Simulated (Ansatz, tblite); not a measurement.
Cost and result up the ladder for AlCl2(SiH3) (AlSiH3Cl2) (7 atoms). The state is a singlet with charge 0. Geometry: PBE0-D4/def2-SVP.

```xyz
7

Al   -0.353    0.044    1.243
Cl   -0.455   -1.689    2.424
Cl   -0.816    1.855    2.202
Si    0.294   -0.040   -1.098
H    -0.334    1.085   -1.856
H    -0.119   -1.340   -1.707
H     1.782    0.085   -1.207
```

Ansatz on 4 threads of Arm Neoverse V2 on a shared host; xTB runs through tblite on one thread. Times are rough, summed over both states, and most runs start from the orbitals of an earlier one. PBE0-D4/def2-TZVP serves as the yardstick here, not as an exact answer. The other state is a doublet.

The xTB rows come from tblite.

Raw xTB energies of ions are shifted by several eV.

```tsv
level	functions	wall time
GFN2-xTB	39	0.01 s
GFN1-xTB	42	0.021 s
PBE-D4/def2-TZVP	166	3.4 s
PBE0-D4/def2-TZVP	166	5.3 s
r2SCAN-D4/def2-TZVP	166	8.8 s
```

Task: Estimate what each level gives for the vertical IE (eV).

Result: 
```
              level  vertical IE (eV)  difference from PBE0-D4/def2-TZVP (eV)
           GFN2-xTB             12.90                                    2.64
           GFN1-xTB             13.89                                    3.62
   PBE-D4/def2-TZVP              9.94                                   -0.32
  PBE0-D4/def2-TZVP             10.26                                    0.00
r2SCAN-D4/def2-TZVP             10.11                                   -0.15
```
